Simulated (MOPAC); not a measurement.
Input for MOPAC: PM3 on H2OSe (SMILES O[SeH]), a point of a bond scan (R = 2.593 Å).

```
PM3 1SCF PRECISE CHARGE=0 THREADS=1
H2OSe

Se    -0.24233438 1    -0.06337558 1     0.28131573 1
H     -2.14252551 1    -0.63043771 1    -1.38910010 1
O      1.06518061 1     0.17874174 1    -0.96080393 1
H      1.04608213 1     1.11224671 1    -1.20509589 1
```

The log:

```
*******************************************************************************
 **                                                                           **
 **                              MOPAC v23.2.5                                **
 **                                                                           **
 *******************************************************************************
 ** MOPAC's Digital Object Identifier: https://doi.org/10.5281/zenodo.6511958 **
 **                                                                           **
 ** Please cite the open-source release paper for use of this MOPAC version:  **
 ** J. E. Moussa and J. J. P. Stewart (2026)                                  **
 ** MOPAC: An open-source semiempirical molecular orbital program             **
 ** J. Open Source Softw., 11(119), 8025, https://doi.org/10.21105/joss.08025 **
 *******************************************************************************

                              PM3 CALCULATION RESULTS

 *******************************************************************************
 *  PM3        - The PM3 Hamiltonian to be used
 *
 *
 *
 *                 CHARGE ON SYSTEM = 0
 *
 *
 *
 *  PRECISE    - TIGHTER CRITERIA TO BE USED
 *  1SCF       - DO 1 SCF AND THEN STOP
 *  THREADS=1  - MULTI-THREADING NOT USED
 *  T=         - A TIME OF 172800.0 SECONDS REQUESTED
 *  DUMP=N     - RESTART FILE WRITTEN EVERY 7200.0 SECONDS REQUESTED
 *******************************************************************************
PM3 1SCF PRECISE CHARGE=0 THREADS=1
 H2OSe

   ATOM   CHEMICAL          X               Y               Z
  NUMBER   SYMBOL      (ANGSTROMS)     (ANGSTROMS)     (ANGSTROMS)

     1      Se         -0.24233438  *  -0.06337558  *   0.28131573  *
     2       H         -2.14252551  *  -0.63043771  *  -1.38910010  *
     3       O          1.06518061  *   0.17874174  *  -0.96080393  *
     4       H          1.04608213  *   1.11224671  *  -1.20509589  *



          CARTESIAN COORDINATES

    NO.       ATOM           X           Y           Z

     1        Se         -0.2423     -0.0634      0.2813
     2         H         -2.1425     -0.6304     -1.3891
     3         O          1.0652      0.1787     -0.9608
     4         H          1.0461      1.1122     -1.2051

  H: (PM3): J. J. P. STEWART, J. COMP. CHEM. 10, 209 (1989).
  O: (PM3): J. J. P. STEWART, J. COMP. CHEM. 10, 209 (1989).
 Se: (PM3): J. J. P. STEWART, J. COMP. CHEM. 12, 320-341 (1991).

           Empirical Formula: H2 O Se  =     4 atoms



      MOLECULAR POINT GROUP   :   C1


      RHF CALCULATION, NO. OF DOUBLY OCCUPIED LEVELS = 7


 -------------------------------------------------------------------------------
 PM3 1SCF PRECISE CHARGE=0 THREADS=1
 H2OSe



     1SCF WAS SPECIFIED, SO BFGS WAS NOT USED
     SCF FIELD WAS ACHIEVED


                              PM3 CALCULATION
                                                       MOPAC v23.2.5 Linux




          FINAL HEAT OF FORMATION =         41.88609 KCAL/MOL =     175.25140 KJ/MOL


          COSMO AREA              =         85.20 SQUARE ANGSTROMS
          COSMO VOLUME            =         65.89 CUBIC ANGSTROMS

          IONIZATION POTENTIAL    =          9.319447 EV
          HOMO LUMO ENERGIES (EV) =         -9.319 -2.625
          NO. OF FILLED LEVELS    =          7
          MOLECULAR WEIGHT        =         96.9752         POINT GROUP:  C1

          MOLECULAR DIMENSIONS (Angstroms)

            Atom       Atom       Distance
            H     4    H     2     3.63841
            H     2   Se     1     1.62378
            O     3   Se     1     0.73326


          SCF CALCULATIONS        =          1





   ATOM   CHEMICAL          X               Y               Z
  NUMBER   SYMBOL      (ANGSTROMS)     (ANGSTROMS)     (ANGSTROMS)

     1      Se         -0.24233438  *  -0.06337558  *   0.28131573  *
     2       H         -2.14252551  *  -0.63043771  *  -1.38910010  *
     3       O          1.06518061  *   0.17874174  *  -0.96080393  *
     4       H          1.04608213  *   1.11224671  *  -1.20509589  *

                             CARTESIAN COORDINATES

   1   Se       -0.242334380    -0.063375580     0.281315730
   2    H       -2.142525510    -0.630437710    -1.389100100
   3    O        1.065180610     0.178741740    -0.960803930
   4    H        1.046082130     1.112246710    -1.205095890


           Empirical Formula: H2 O Se  =     4 atoms



      MOLECULAR POINT GROUP   :   C1


                  EIGENVALUES
 -35.94211 -18.36474 -16.59656 -13.98922 -12.83990 -10.06884  -9.31945  -2.62455
  -0.51079   4.13103


              NET ATOMIC CHARGES AND DIPOLE CONTRIBUTIONS

  ATOM NO.   TYPE          CHARGE      No. of ELECS.   s-Pop       p-Pop
    1         Se           0.048988        5.9510     1.94754     4.00347
    2          H           0.099736        0.9003     0.90026
    3          O          -0.352935        6.3529     1.81121     4.54172
    4          H           0.204210        0.7958     0.79579
 DIPOLE           X         Y         Z       TOTAL
 POINT-CHG.    -1.863     0.471    -0.153     1.928
 HYBRID         0.117     0.597    -0.722     0.944
 SUM           -1.746     1.068    -0.874     2.225


          ATOMIC ORBITAL ELECTRON POPULATIONS

     Atom    s        px        py        pz
    1 Se   1.94754   1.02685   1.93696   1.03966
    2  H   0.90026
    3  O   1.81121   1.56521   1.35473   1.62179
    4  H   0.79579

 **********************
 *                    *
 * JOB ENDED NORMALLY *
 *                    *
 **********************




 == MOPAC DONE ==
```

The run finished.

Cost: roughly 0.03 core-seconds.
